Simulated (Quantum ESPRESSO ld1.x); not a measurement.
Problem. Pt2+, configuration [Xe] 4f14 5d6 6s2 (not the ground configuration). Method: Dirac Kohn-Sham, BLYP, spin-unpolarised, spherical densities, point nucleus; open shells fill j = l - 1/2 first; computed with ld1.x of Quantum ESPRESSO 7.5.

Spin-orbit splittings of the eigenvalues, e(l+1/2) - e(l-1/2), with zeta = 2 splitting/(2l+1) and mean radii in bohr:

shell  occ.  splitting (eV)  zeta (eV)  <r> j=l-1/2  <r> j=l+1/2
2p        6            1730       1153      0.05906      0.06749
3p        6           380.2      253.5       0.1768       0.1923
3d       10           81.95      32.78       0.1676       0.1723
4p        6           90.60      60.40       0.4179       0.4518
4d       10           16.84      6.737       0.4617       0.4730
4f       14           3.458     0.9881       0.5120       0.5192
5p        6           15.38      10.25        1.024        1.118
5d        6               ?          ?        1.464        1.512

Estimate the 5d splitting.

Solution. 1.662 eV (zeta = 0.6647 eV).
